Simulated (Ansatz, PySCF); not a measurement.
C3H6N, SMILES `C=C[N+]C` (singlet; the order of the spin states depends on the level; C–C–N–C torsion 180°) (charge 1, multiplicity 1). This singlet lies 0.26 eV below the relaxed triplet at the level B3LYP-D3(BJ)/def2-TZVP (PySCF); other levels give the other order.

Cartesian coordinates (Å):
SMILES: C=C[N+]C
```xyz
10

C      1.9229    -0.2076     0.2831
C      0.7002     0.1218    -0.2805
N     -0.3477    -0.2157     0.4415
C     -1.6382     0.0658    -0.0251
H      1.9396    -0.7042     1.2478
H      2.8622     0.0166    -0.2123
H      0.6236     0.6208    -1.2458
H     -2.1494     0.6239     0.7801
H     -2.1978    -0.8868     0.0026
H     -1.7154     0.5655    -0.9913
```
Charge +1, spin multiplicity 1.

Frozen-core energies in cc-pVDZ from Ansatz (a quantum-chemistry and plane-wave program) at a geometry from B3LYP-D3(BJ)/def2-TZVP; the HF reference has <S^2> = 0.00 (restricted, and unstable towards unrestricted orbitals) and the T1 diagnostic is 0.017.

```tsv
level	energy (Ha)
HF	-171.21241
MP2	-171.75257
CCSD	-171.79857
```

Question: Estimate the energies of CCSD(T), CCSDT and CCSDT(Q), and give each level's difference from CCSDT(Q).

Answer: 
| level | energy (Ha) | difference from CCSDT(Q) (mHa) |
|---|---|---|
| MP2 | -171.75257 | 71.98 |
| CCSD | -171.79857 | 25.98 |
| CCSD(T) | -171.82144 | 3.11 |
| CCSDT | -171.82269 | 1.86 |
| CCSDT(Q) | -171.82455 | 0.00 |
